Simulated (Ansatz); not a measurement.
System: 1,3-thiazole-4-carbaldehyde, C4H3NOS, charge 0, multiplicity 1. SMILES: O=Cc1cscn1
Structure (B3LYP-D3(BJ)/def2-TZVP (Ansatz, a first-principles code) minimum search):
```
C
C 1 1.3706
N 1 1.3750 2 115.22
C 3 1.2936 1 110.89 2 0.00
H 2 1.0770 1 127.19 3 -180.00
H 4 1.0802 3 124.44 1 -180.00
C 1 1.4725 2 125.19 5 0.00
O 7 1.2083 1 124.08 2 0.00
H 7 1.1058 8 122.04 1 -180.00
S 2 1.7045 5 122.87 1 180.00
```

Atomisation energy built up term by term with Ansatz (kcal/mol; UHF references for open shells; valence terms freeze the core; atomic spin-orbit terms are left out). Basis-set limits of correlation are two-point, X^-3; Hartree-Fock from the larger set.

The Hartree-Fock reference is unstable (checked in the largest basis), which strains HF and MP2. 

```tsv
term	basis	kcal/mol
Hartree-Fock	aug-cc-pV(Q+d)Z	734.36
CCSD correlation	CBS(aug-cc-pV(T+d)Z,aug-cc-pV(Q+d)Z)	330.14
(T)	CBS(aug-cc-pV(T+d)Z,aug-cc-pV(Q+d)Z)	34.27
core correlation	cc-pwCVTZ	5.80
scalar relativity (X2C)	cc-pVTZ-DK against cc-pVTZ	-1.36
sum: De		1103.2
```

(T) makes 3.1 % of the CCSD(T) atomisation energy; under 5 % is typical of single-reference molecules.
